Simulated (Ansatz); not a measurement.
Program: Ansatz. Geometries: PBE0-D4/def2-TZVP. ΔE: electronic, gas phase. CBS: MP2 limit from def2 TZ/QZ plus the TZ coupled-cluster correction, frozen cores. DFT in def2-TZVPP. def2 core potentials past Kr. For Te outer-core shells are correlated without core-valence functions, which leaves a few kJ/mol of doubt a bond. One conformer a species, not always the lowest.

Consider the isomerisation: `BNC[TeH]` → `NCB[TeH]`.

```json
{"level": "B2PLYP", "ΔE (kcal/mol)": "12.8"}
{"level": "HF/def2-QZVPP", "ΔE (kcal/mol)": "11.6"}
```

(1) What does CCSD(T)/CBS give? (Estimate.)

Largest T1 diagnostic among the species: 0.013.

## Answers

(1) The calculation gave: +11.4 kcal/mol. The listed levels differ from it by 1.4, 0.2 kcal/mol.

From PBE to PBE0 (25 % exact exchange), in def2-TZVPP and without D4, ΔE moves by −0.8 kcal/mol.
